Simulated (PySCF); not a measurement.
CH3IMg, SMILES [CH3][Mg][I].

Geometry optimised at B3LYP-D3(BJ)/def2-TZVP. The def2 effective core potentials stand for the cores of I; spin–orbit coupling is left out.

Calculation: C-PCM-M06-2X/def2-SVP in PySCF.

The values are the electrostatic part of the solvation free energy, E(continuum) − E(gas) at the gas-phase geometry, in a cavity of scaled van der Waals radii (PySCF's table); cavitation and dispersion terms are not included. A continuum can't describe solvent molecules that bind to the metal. In vacuum the orbital gap is 7.76 eV. The dipole moment in vacuum is 2.16 D.

Computed values in water (ε = 78.36), acetone (ε = 20.49), dimethylsulfoxide (ε = 46.83):
```
solvent                ε  ΔG(elec) (kcal/mol)  dipole (D)  gap (eV)
-----------------  -----  -------------------  ----------  --------
water              78.36                -10.1        2.97      8.10
acetone            20.49                 -9.6        2.93      8.09
dimethylsulfoxide  46.83                -10.0        2.96      8.10
```
